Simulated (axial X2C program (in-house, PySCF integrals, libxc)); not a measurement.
Values are calculated unless marked as measured or tabulated.
## VH⁺: input and output

Program: an axial X2C code built on PySCF integrals.

Input:
```json
{"zs": [23, 1], "q": 1, "bas": ["dyall-cv3z", "dyall-v3z"], "levels": ["PBE0", "HF", "PBE"], "cc": true, "r0": 1.66, "thr": -2.0, "nmax": 90, "npts": 10, "nst": 2, "ntry": 6}
```
```bash
python so2c.py task.json out
```

Keys: zs atomic numbers; q charge; bas basis sets; levels methods; cc coupled cluster on or off; r0 starting distance in Å; thr threshold in hartree for freezing inner shells (an s shell follows its p shell); nmax most natural virtual spinors; npts points on the curve; nst determinants followed; ntry starts of the search. HF also brings MP2.

Output of the PBE step, two-component, at R = 1.631 Å for the state Ω = 1/2. It starts from PBE0 orbitals of this distance.

```
two-component X2C + atomic mean field  PBE
basis functions 133  fitting functions 735  grid points 5071
iter        total energy     max residual
   1       -949.088776946     6.86e-02
   2       -949.090421712     1.50e-02
   3       -949.091365856     9.90e-03
   4       -949.091551284     2.89e-03
   5       -949.091664618     2.35e-03
   6       -949.091670864     7.47e-04
   7       -949.091671785     1.03e-04
   8       -949.091671820     7.14e-05
   9       -949.091671825     2.42e-06
converged
one-electron -1311.50721883  Coulomb 400.81273888  exact exchange 0.00000000  xc functional -45.63459095  nuclear repulsion 7.46233958  atomic mean-field constant -0.22494050
```
Energies are in hartree; totals compare only within one Hamiltonian and basis.
